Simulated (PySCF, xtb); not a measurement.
Zn(Cl)(Et) (C₂H₅ClZn), SMILES C[CH2][Zn][Cl]. One conformer was computed; it need not be the lowest.

Harmonic wavenumbers (cm⁻¹) from GFN2-xTB in xtb 6.7.1 at its own minimum, in rising order: 26, 40, 196, 217, 264, 426, 635, 942, 995, 1059, 1202, 1227, 1413, 1469, 1490, 1496, 2986, 3005, 3016, 3022, 3030.

### Question
What does PBE-D3(BJ)/def2-SVP (PySCF 2.14.0) give at its own minimum? (The exact figures need the calculation; the answer reports its results.)

### Answer
72, 97, 230, 242, 385, 549, 625, 913, 941, 1019, 1166, 1203, 1348, 1385, 1424, 1429, 2956, 2976, 3025, 3032, 3054. Paired by order, the mean absolute difference is 47 cm⁻¹ and the zero-point energies are 40.3 and 40.1 kcal/mol.
